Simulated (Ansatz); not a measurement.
# Nudged elastic band run: H3NOSSi

Input file:

```yaml
crystal:
  periodic: [false, false, false]
  atoms:
    - { symbol: "N", position_ang: [-0.811259, 1.233479, 0.519425] }
    - { symbol: Si, position_ang: [0.089451, -0.049122, 0.139653] }
    - { symbol: O, position_ang: [1.063264, -0.75042, 1.285871] }
    - { symbol: S, position_ang: [0.46676, -1.269891, -1.571785] }
    - { symbol: H, position_ang: [-1.420346, 1.683416, -0.172852] }
    - { symbol: H, position_ang: [1.002761, -0.297574, 2.148453] }
    - { symbol: H, position_ang: [-0.39063, -0.549887, -2.348776] }
basis:
  gaussian: { orbitals: def2-SVP }
hamiltonian:
  xc: pbe
neb:
  order_check: false
  images: 5
  f_tol: 0.05
  max_iterations: 52
  initial_path: idpp
  final_atoms:
    - { symbol: "N", position_ang: [-0.98563768, 1.41130088, 0.43162171] }
    - { symbol: Si, position_ang: [-0.00890505, 0.13787455, 0.28844383] }
    - { symbol: O, position_ang: [0.84529133, -0.32913711, 1.63014442] }
    - { symbol: S, position_ang: [0.52824568, -1.22431234, -1.29249433] }
    - { symbol: H, position_ang: [-1.52586895, 1.72053357, -0.38494939] }
    - { symbol: H, position_ang: [1.43047933, -1.09912545, 1.52966752] }
    - { symbol: H, position_ang: [-0.28360365, -0.6171331, -2.20244476] }
```

Command:

```bash
$ ansatz run input.yaml --threads 1 --pin off --max-ram 2048MiB --backend cpu --events-out ev --progress --plain --runs-dir out
```

Output, in part (warnings, iteration lines, the closing report on the highest movable image, with atoms numbered from 0):

```
NEB end point (image 0): max|allowed force component| = 5.922e-3 eV/Å (the criterion of neb.relax_end_points is 1.000e-2)
NEB end point (image 6): max|allowed force component| = 1.471e-2 eV/Å (the criterion of neb.relax_end_points is 1.000e-2)
NEB iter   1: max|band force component| = 1.175e0 eV/Å  barrier→ = 0.5070 eV  barrier← = 0.3603 eV  Δτ_max = 0.1420 Å  (197 SCF iters)
NEB iter   2: max|band force component| = 4.529e-1 eV/Å  barrier→ = 0.4604 eV  barrier← = 0.3137 eV  CI = image 3  Δτ_max = 0.0875 Å  (150 SCF iters)
NEB iter   3: max|band force component| = 2.534e-1 eV/Å  barrier→ = 0.4383 eV  barrier← = 0.2915 eV  CI = image 3  Δτ_max = 0.0525 Å  (147 SCF iters)
NEB iter   4: max|band force component| = 1.557e-1 eV/Å  barrier→ = 0.4329 eV  barrier← = 0.2862 eV  CI = image 3  Δτ_max = 0.0240 Å  (150 SCF iters)
NEB iter   5: max|band force component| = 7.863e-2 eV/Å  barrier→ = 0.4332 eV  barrier← = 0.2864 eV  CI = image 3  Δτ_max = 0.0096 Å  (152 SCF iters)
NEB iter   6: max|band force component| = 9.822e-2 eV/Å  barrier→ = 0.4336 eV  barrier← = 0.2868 eV  CI = image 3  Δτ_max = 0.0048 Å  (154 SCF iters)
NEB iter   7: max|band force component| = 3.996e-2 eV/Å  barrier→ = 0.4337 eV  barrier← = 0.2869 eV  CI = image 3  Δτ_max = 0.0000 Å  (300 SCF iters)
Total energy: -22278.40342849 eV, -818.7162251527 hartree
Atom 0 at    -0.991890     1.361186     0.294712 Å, force    -0.006941     0.010484     0.009604 eV/Å
Atom 1 at     0.000369     0.088680     0.202871 Å, force    -0.002070    -0.000771    -0.010781 eV/Å
Atom 2 at     0.843729    -0.387460     1.483784 Å, force     0.016692    -0.008942     0.001079 eV/Å
Atom 3 at     0.548579    -1.279580    -1.357204 Å, force    -0.000024    -0.000346     0.001748 eV/Å
Atom 4 at    -1.503289     1.617347    -0.560160 Å, force    -0.000217    -0.002549    -0.005825 eV/Å
Atom 5 at     1.361235    -0.712472     2.218083 Å, force    -0.007386     0.002302     0.003815 eV/Å
Atom 6 at    -0.258732    -0.687701    -2.282097 Å, force    -0.000054    -0.000178     0.000359 eV/Å
Dipole moment:     0.242866    -0.335049    -0.067563 e Å
```

The run converged. A vibrational analysis at the climbing image gives 2 clearly imaginary modes (619i, 506i cm⁻¹): a point of higher order, so a lower path passes nearby.

Final band (atoms are numbered from 1 in the order of the input):

```
image  path coordinate (Å)  energy (eV)  angle Si2–O3–H6 (°)
    0                 0.00         0.00                  112
    1                 0.32         0.07                  125
    2                 0.64         0.27                  149
    3                 0.96         0.43                  177
    4                 1.22         0.33                  149
    5                 1.49         0.19                  128
    6                 1.75         0.15                  117
```

Time of the run: 59 s on 1 thread of Intel(R) Xeon(R) Platinum 8488C (Sapphire Rapids), on a shared host, peak memory 0.15 GiB.
